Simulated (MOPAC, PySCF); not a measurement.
C2H4OS, SMILES `C=C(O)S` (S–C–O–H torsion 180°, O–C–S–H torsion -180°), neutral singlet in the gas phase. 

Cartesian coordinates (Å):
```xyz
8

C     -0.4524    -0.6174    -0.5881
C      0.0676     0.2960     0.2308
O     -0.6065     1.3608     0.7461
S      1.7261     0.3575     0.8439
H     -1.4880    -0.5515    -0.8978
H      0.1323    -1.4408    -0.9646
H     -1.5156     1.3448     0.4221
H      2.1364    -0.7494     0.2077
```
Charge 0, spin multiplicity 1.

All levels are single points at this geometry (B3LYP-D3(BJ)/def2-TZVP); Pople sets use spherical d functions. Orbital energies aren't observables, and empty levels follow the basis.

```csv
level,HOMO (eV),LUMO (eV),gap (eV),dipole (D),"vertical IE, Delta-SCF (eV)"
PBE-D3(BJ)/def2-TZVP in PySCF,-5.27,-0.78,4.50,1.63,8.41
TPSSh-D3(BJ)/def2-TZVP in PySCF,-5.78,-0.19,5.59,1.73,8.42
B3LYP/3-21G in PySCF,-5.99,0.73,6.72,2.32,–
B3LYP/6-31G* in PySCF,-5.94,0.38,6.32,1.95,8.40
SVWN5/6-31G* in PySCF,-5.09,-0.55,4.54,1.98,8.44
HF/3-21G in PySCF,-9.07,4.71,13.78,2.69,–
HF/6-31G* in PySCF,-8.88,4.40,13.28,2.18,7.75
HF/STO-3G in PySCF,-6.58,9.14,15.73,1.27,–
PM7 in MOPAC,-9.05,-0.77,8.27,1.92,–
```
